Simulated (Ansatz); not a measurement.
Species: sum formula ZrH₃F (charge 0, singlet). SMILES: [F][ZrH3]
Geometry: optimised at B3LYP-D3(BJ)/def2-TZVP (Ansatz, a first-principles code).

Quantity: vertical triplet-singlet gap (E(triplet) - E(singlet); each state is the SCF solution reached for its spin; the molecule has degenerate orbitals, so one determinant may break the symmetry), in kcal/mol. Valence correlation only, unless marked. UHF or UKS for open shells. Spin-orbit coupling is left out. Frozen are the shells of the preceding noble gas and the d and f shells that filled before the atom's block. Past Kr the def2 sets carry scalar-relativistic core potentials. CBS(X,Y): correlation extrapolated as X^-3; Hartree-Fock from the larger set. [CCSD(T)-MP2]/basis is that difference in the basis named.

```tsv
level	program	vertical triplet-singlet gap (kcal/mol)
HF/def2-SVPD	Ansatz	82.4
HF/def2-QZVPPD	Ansatz	82.7
```

Predict the RI-MP2/CBS(def2-TZVPPD,def2-QZVPPD)+[CCSD(T)-MP2]/def2-TZVPPD result (Ansatz).

96.5 kcal/mol, so HF/def2-QZVPPD differs from it by -13.8 kcal/mol.
